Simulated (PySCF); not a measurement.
Compound: C7H11FSi.
SMILES: `F[C@H]1C[Si@@H]1[C@@H](CC#C)C`

Torsions of this conformer, `[CH:1]#[C:2][CH2:3][C@@H:4]([CH3:5])[Si@H:6]1[CH2:7][C@@H:8]1[F:9]`: C2–C3–C4–C5 177°, C3–C4–Si6–C7 94°.

The closed-shell ground state was solved at several levels (PySCF, density fitting, gas phase, non-relativistic). One conformer (not necessarily the lowest) at the PBE0-D3(BJ)/def2-SVP geometry, without solvent, vibrations or thermal averaging.

| level | basis functions | total energy (Eh) | HOMO (eV) | LUMO (eV) | gap (eV) | dipole (D) |
| --- | --- | --- | --- | --- | --- | --- |
| B3LYP/def2-SVPD | 275 | -662.2614 | -6.56 | 0.12 | 6.68 | 2.64 |
| PBE0/pcSseg-1 | 215 | -661.9781 | -6.73 | 0.54 | 7.27 | 2.45 |

Problem. Estimate the row for wB97X-D/pcSseg-1, a basis of 215 functions; the other rows only guide the guess.

Solution. Total energy -662.4045 Eh, HOMO -8.60 eV, LUMO 2.28 eV, gap 10.88 eV, dipole 2.53 D.

Problem. Over all these levels, which gives the widest orbital gap and which the narrowest?

Solution. wB97X-D/pcSseg-1 (range-separated hybrid) has the widest, 10.88 eV, and B3LYP/def2-SVPD (global hybrid, 20 % exact exchange) the narrowest, 6.68 eV. Functional and basis both differ between the two, so the spread mixes both effects.

Problem. How far do the dipole and the HOMO energy spread over the levels?

Solution. The dipole runs from 2.45 to 2.64 D (mean 2.54 D) and the HOMO from -8.60 to -6.56 eV.

The pairwise dispersion term of wB97X-D wasn't added to the energies; at a given geometry it leaves orbitals and properties as they are.
